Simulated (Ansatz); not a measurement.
## Ansatz (development build ahead of 0.2.0) run

```yaml
crystal:
  periodic: [false, false, false]
  atoms:
    - { symbol: Mn, position_ang: [0.0, 0.0, 0.0] }
    - { symbol: "N", position_ang: [0.0, 0.0, 2.032] }
    - { symbol: H, position_ang: [0.94, 0.0, 2.412] }
    - { symbol: H, position_ang: [-0.47, 0.8141, 2.412] }
    - { symbol: H, position_ang: [-0.47, -0.8141, 2.412] }
    - { symbol: "N", position_ang: [0.0, 0.0, -2.032] }
    - { symbol: H, position_ang: [0.94, 0.0, -2.412] }
    - { symbol: H, position_ang: [-0.47, -0.8141, -2.412] }
    - { symbol: H, position_ang: [-0.47, 0.8141, -2.412] }
basis:
  gaussian: { orbitals: pcseg-2 }
total_charge: 1
magnetization:
  spin_polarized: true
hamiltonian:
  xc: { name: wB97X }
```

The input is written out in the form of the current development build from the run's settings.

Results

- Converged: yes
- Total energy: -1263.93266 hartree
- Spin squared of the determinant: 1.972
- Stability test: minimum

Caution: another spin multiplicity may lie lower; the unrestricted determinant is a mixture of spin states.
